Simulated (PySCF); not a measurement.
# Stationary points of OsN₃⁻

All numbers come from B3LYP in PySCF with Os def2-SVPD with ECP60, N def2-SVPD; scalar-relativistic core potentials, no spin–orbit coupling; density-fitted integrals.

Relaxations began from a few typed shapes; open shells are unrestricted. The search is not exhaustive: other isomers or separated fragments can lie lower, and high-lying points may rest on an excited occupation.

| spin | group | bonds | angles | imaginary modes (cm⁻¹) | ΔE (kJ/mol) | ΔE with ZPE (kJ/mol) |
| --- | --- | --- | --- | --- | --- | --- |
| broken-symmetry Ms = 0 (⟨S²⟩ 1.08) | C3v | Os–N 1.753 Å (×3) | N–Os–N 112.0° (×3) | none | 0.0 | 0.0 |
| singlet (closed shell, unstable to spin polarisation) | C3v | Os–N 1.748 Å (×3) | N–Os–N 109.4° (×3) | none | 83.5 | 87.6 |
| singlet (closed shell, unstable to spin polarisation) | D3h | Os–N 1.774 Å (×3) | N–Os–N 120.0° (×3) | none | 105.7 | 105.0 |

The lowest minimum found is the broken-symmetry Ms = 0 (⟨S²⟩ 1.08) C3v: Os–N 1.753 Å (×3); N–Os–N 112.0° (×3).

For the lowest minimum: the determinant is spin-contaminated (⟨S²⟩ = 1.08, pure value 0.00). The lowest empty level of this anion is unbound, so it and the gap depend on the basis. With an element this heavy the missing spin–orbit coupling can shift these numbers.
